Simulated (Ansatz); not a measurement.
Species: sum formula SiHClF, net charge -1, singlet state. It need not be the lowest isomer of its formula. Whether it binds its extra electron was not tested at this geometry. SMILES: F[SiH-]Cl
Coordinates optimised at B3LYP-D3(BJ)/def2-TZVP (Ansatz, an electronic-structure program):
```
Si
F 1 1.6817
H 1 1.5533 2 95.98
Cl 1 2.2819 3 92.30 2 98.64
```
Charge -1, spin multiplicity 1.

Parts of the frozen-core correlation energy in STO-3G (Ansatz, hartree). Frozen orbitals: 11; correlated occupied orbitals by spin: 10 and 10; virtual: 3 and 3. No spin-orbit coupling. Non-relativistic.

```json
[
 {"term": "reference (HF)", "value": "-838.73469"},
 {"term": "MP2 opposite-spin", "value": "-0.04086"},
 {"term": "MP2 same-spin", "value": "-0.00422"},
 {"term": "CCSD correlation", "value": "-0.06020"},
 {"term": "(T)", "value": "-0.00197"},
 {"term": "FCI minus CCSD(T)", "value": "-0.00038"},
 {"term": "T1 diagnostic", "value": "0.010"},
 {"term": "largest doubles amplitude", "value": "0.064"}
]
```
